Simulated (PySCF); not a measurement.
From one molecule to another.

First species: C7H13NO.
Atom-mapped SMILES: `[CH3:1][CH2:2][CH2:3]/[CH:4]=[CH:5]\[C:6](=[O:7])[NH:8][CH3:9]` (hydrogens: H10, H11, H12 on C1; H13, H14 on C2; H15, H16 on C3; H17 on C4; H18 on C5; H19 on N8; H20, H21, H22 on C9)

Structure used (GFN2-xTB), in Å, numbered top down from 1:
```
atom  x, y, z in Å
C1    -2.5314    1.1637   -1.1729
C2    -1.9988    0.2295   -0.0942
C3    -0.9813   -0.7673   -0.6627
C4    -0.4770   -1.6943    0.3965
C5     0.7650   -1.7705    0.8564
C6     1.9282   -0.9634    0.3917
O7     2.9659   -1.4685    0.0131
N8     1.7413    0.3786    0.4540
C9     2.7681    1.3214    0.0881
H10   -3.0187    0.5956   -1.9620
H11   -1.7210    1.7378   -1.6168
H12   -3.2549    1.8589   -0.7536
H13   -2.8279   -0.3210    0.3558
H14   -1.5300    0.8180    0.6992
H15   -0.1557   -0.2309   -1.1321
H16   -1.4764   -1.3627   -1.4353
H17   -1.2257   -2.3667    0.7990
H18    1.0308   -2.5300    1.5787
H19    0.8753    0.7381    0.8212
H20    3.6251    0.7458   -0.2593
H21    3.0652    1.9294    0.9455
H22    2.4235    1.9780   -0.7138
```

Second species: C7H9NSi.
SMILES with atom numbers: `[cH:1]1[cH:2][cH:3][c:4]([C@@H:5]2[CH2:6][SiH2:7]2)[n:8][cH:9]1` (hydrogens: H10 on C1; H11 on C2; H12 on C3; H13 on C5; H14, H15 on C6; H16, H17 on Si7; H18 on C9)

Levels: PBE0/pcSseg-1 for dipole moment, HOMO energy, LUMO energy and HOMO–LUMO gap; GFN2-xTB for rotational constant A and rotational constant C. Geometries: GFN2-xTB. Each species is one conformer at its optimised geometry, gas phase, non-relativistic unless stated. Electronic properties by PySCF.

Dipoles, sizes and rotational constants follow the conformer. The torsions of the flexible species, by atom-mapped SMILES:
- `[CH3:1][CH2:2][CH2:3]/[CH:4]=[CH:5]\[C:6](=[O:7])[NH:8][CH3:9]`: C1–C2–C3–C4 -179°, C2–C3–C4–C5 -115°, C4–C5–C6–O7 -126°, C5–C6–N8–C9 178°
- `[cH:1]1[cH:2][cH:3][c:4]([C@@H:5]2[CH2:6][SiH2:7]2)[n:8][cH:9]1`: C3–C4–C5–C6 -151°

```json
{"property": "dipole moment", "column X": "1.24 D", "column Y": "4.24 D"}
{"property": "HOMO energy", "column X": "-6.32 eV", "column Y": "-7.15 eV"}
{"property": "LUMO energy", "column X": "-0.71 eV", "column Y": "-0.34 eV"}
{"property": "HOMO–LUMO gap", "column X": "5.61 eV", "column Y": "6.81 eV"}
{"property": "rotational constant A", "column X": "3.596 GHz", "column Y": "2.437 GHz"}
{"property": "rotational constant C", "column X": "0.814 GHz", "column Y": "0.714 GHz"}
```

Q: Which column belongs to which species?

A: Column X is the second species and column Y the first. The first has 22 atoms and 70 electrons, the second 18 and 72.

Q: How does each property change from the first species to the second?

A: dipole moment -3.00 D; HOMO energy +0.83 eV; LUMO energy -0.37 eV; HOMO–LUMO gap -1.20 eV; rotational constant A +1.159 GHz; rotational constant C +0.100 GHz.

On the first: The dipole matches unit charges of opposite sign 0.88 Å apart (1 e·Å = 4.8032 D).

On the second: A dipole of 1.24 D is allowed in C1, and pure rotational transitions are dipole-allowed. The dipole matches unit charges of opposite sign 0.26 Å apart (1 e·Å = 4.8032 D).
